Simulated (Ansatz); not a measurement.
CdO2: single points at one geometry.

```yaml
crystal:
  periodic: [false, false, false]
  atoms:
    - {symbol: Cd, position_ang: [2.326296, 1.054517, 0.464609]}
    - {symbol: O, position_ang: [-1.578450, -0.323745, -0.620655]}
    - {symbol: O, position_ang: [-0.747846, -0.730772, 0.156047]}
basis:
  gaussian: {orbitals: def2-TZVP, initial_orbitals: start.molden}
magnetization: {spin_polarized: true, initial_magnetization: 2}
hamiltonian: {xc: r2scan, dispersion: d4}
scf: {omitted_lower_state_checks: [starts]}
output: {orbitals: {seedname: orbitals}}
```

The file start.molden holds the orbitals of an earlier run on this structure, at another level or in another basis.

```sh
$ ansatz run in.yaml --threads 4 --pin off --events-out ev --progress --plain --max-ram 3916MiB
```

Output, abridged:

```
Functional definition: r2SCAN
671 factors; their error is unknown
mean field evaluation 1: about -8657.5537 eV, gradient 3.3e0 eV
mean field evaluation 2: about -8657.5840 eV, gradient 3.9e-2 eV
mean field evaluation 4: about -8657.5804 eV, gradient 4.3e-4 eV
mean field evaluation 8: about -8657.5804 eV, gradient 2.3e-5 eV
mean field -8657.58037313 eV, -318.1602103936 hartree, gradient 2.3e-5 eV, S^2 2.009995; 0 other end points of the search recorded, 0 dependent functions left out
reference -8657.58038960 eV, -318.1602109992 hartree; 19, 17 occupied and 83, 85 virtual orbitals, 671 factors
Total energy: -8657.59007778 eV, -318.1605670330 hartree
Checks for a lower state left out: starts
```

Hardware: 4 threads of Arm Neoverse V1 on a shared host. Wall time 2.1 s.

First input, but with `hamiltonian: {xc: pbe}`, `correlation: {method: rpa}` and without the key `output` (abridged; 1.6 s):

```
Functional definition: PBE
mean field -8654.26589734 eV, -318.0384056552 hartree, gradient 2.6e-6 eV, S^2 2.004351
2 core orbitals not correlated: weight in the atoms' cores, before any rotation towards them, 1.000 or more for the frozen orbitals, at most 0.000 for the correlated occupied ones
Total energy: -8648.65976084 eV, -317.8323839389 hartree
Checks for a lower state left out: starts
```

As the first input, with `hamiltonian: {xc: {name: wB97X-V}}` (abridged; 2.8 s):

```
Functional definition: wB97X-V
mean field -8655.51205279 eV, -318.0842010234 hartree, gradient 2.6e-5 eV, S^2 2.008957
Total energy: -8655.51205130 eV, -318.0842009686 hartree
Checks for a lower state left out: starts
```

The first input with `hamiltonian: {xc: {name: wB97M-V}}` (abridged; 3.2 s):

```
Functional definition: wB97M-V
mean field -8655.01528132 eV, -318.0659450083 hartree, gradient 2.0e-5 eV, S^2 2.008019
Total energy: -8655.01531876 eV, -318.0659463842 hartree
Checks for a lower state left out: starts
```

The first input with `gaussian: {orbitals: def2-TZVPP, initial_orbitals: start.molden}`, `correlation: {method: ccsd_t}`, `scf: {omitted_lower_state_checks: [starts, cluster_reference]}` and without the key `hamiltonian` (abridged; 18 s):

```
Functional definition: HF
mean field -8614.18048787 eV, -316.5652940279 hartree, gradient 2.8e-6 eV, S^2 2.045890
2 core orbitals not correlated: weight in the atoms' cores, before any rotation towards them, 1.000 or more for the frozen orbitals, at most 0.000 for the correlated occupied ones
second order -31.12122940 eV of doubles, -0.00000000 eV of singles
cycle   1  -29.35049653 eV  change     1.8e0 eV  update   1.3e-1
cycle   2  -30.23535669 eV  change   -8.8e-1 eV  update   3.4e-2
cycle   3  -30.31672475 eV  change   -8.1e-2 eV  update   1.6e-2
cycle   4  -30.30028322 eV  change    1.6e-2 eV  update   2.8e-3
cycle   5  -30.29785751 eV  change    2.4e-3 eV  update   9.3e-4
cycle   6  -30.29913463 eV  change   -1.3e-3 eV  update   3.3e-4
cycle   7  -30.29930592 eV  change   -1.7e-4 eV  update   1.6e-4
cycle   8  -30.29926686 eV  change    3.9e-5 eV  update   8.4e-5
cycle   9  -30.29930573 eV  change   -3.9e-5 eV  update   4.0e-5
cycle  10  -30.29926942 eV  change    3.6e-5 eV  update   1.5e-5
perturbative correction -1.01137772 eV, -0.0371674456 hartree
Total energy: -8645.49113501 eV, -317.7159390872 hartree
Checks for a lower state left out: starts, cluster_reference
```

Geometry: r2SCAN-D4/def2-TZVP.

In the def2 sets Cd takes a core potential; there is no spin–orbit coupling. Correlated methods freeze 2 core orbitals; core or outer-core shells of Cd are correlated, in sets that lack core-valence functions. The structure holds 1 bond(s) between oxygen atoms. In the triplet geometry the species has come apart into loosely held pieces. The structure comes from a short search, and lower isomers may exist.
